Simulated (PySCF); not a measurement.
## Shapes and spin states of ReSCl₂

These are results of PBE0/[Re def2-SVP with ECP60, S def2-SVP, Cl def2-SVP], scalar-relativistic core potentials, density fitting, no spin–orbit coupling, PySCF, not measurements.

Relaxations began from a few typed shapes and spin states; open shells are unrestricted. The search is not exhaustive: other isomers or separated fragments can lie lower, and high-lying points may rest on an excited occupation.

Problem. Which is the lowest minimum found?
A. doublet (⟨S²⟩ 0.97) Cs: Re–Cl 2.227 Å (×2), Re–S 2.058 Å; Cl–Re–Cl 125.5°, Cl–Re–S 117.3° (×2)
B. quartet C2v: Re–Cl 2.255 Å (×2), Re–S 2.107 Å; Cl–Re–Cl 133.0°, Cl–Re–S 113.5° (×2)
C. quartet C2v: Re–Cl 2.294 Å (×2), Re–S 2.113 Å; Cl–Re–Cl 93.0°, Cl–Re–S 133.5° (×2)

Solution. B. The others lie at 13.1 (doublet Cs), 67.4 (quartet C2v, a saddle point) kJ/mol above it.

Formally Re is in oxidation state +4, d3, with 3 unpaired electrons (the high-spin count). The Mulliken spin on Re is 2.72. The polar-tensor charge on Re, 1.22, is far below the formal one.

For the lowest minimum: with open d or f shells other occupations or spin states may lie lower. Spin–orbit coupling, left out here, can matter for elements this heavy.
